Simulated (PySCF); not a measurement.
NO3, SMILES N([O])([O])[O] (connectivity only; charge and spin as stated), neutral, multiplicity 2.

Coordinates come from a B3LYP-D3(BJ)/def2-TZVP optimisation.

Calculation: B3LYP-D3(BJ)/def2-TZVP run with PySCF.

No scaling factor is applied to the harmonic values.

Modes within 1.5 cm⁻¹ of each other (mostly degenerate sets) share a row, with their intensities summed.

```json
[
 {"mode": "1–2", "ν (cm⁻¹)": "232", "IR (km/mol)": "34.7", "moving atoms (share of kinetic energy)": "O 61 %, N 39 %"},
 {"mode": "3", "ν (cm⁻¹)": "809", "IR (km/mol)": "11.7", "moving atoms (share of kinetic energy)": "N 77 %, O 23 %"},
 {"mode": "4–5", "ν (cm⁻¹)": "1110", "IR (km/mol)": "0.6", "moving atoms (share of kinetic energy)": "O 61 %, N 39 %"},
 {"mode": "6", "ν (cm⁻¹)": "1133", "IR (km/mol)": "0.0", "moving atoms (share of kinetic energy)": "O 100 %"}
]
```
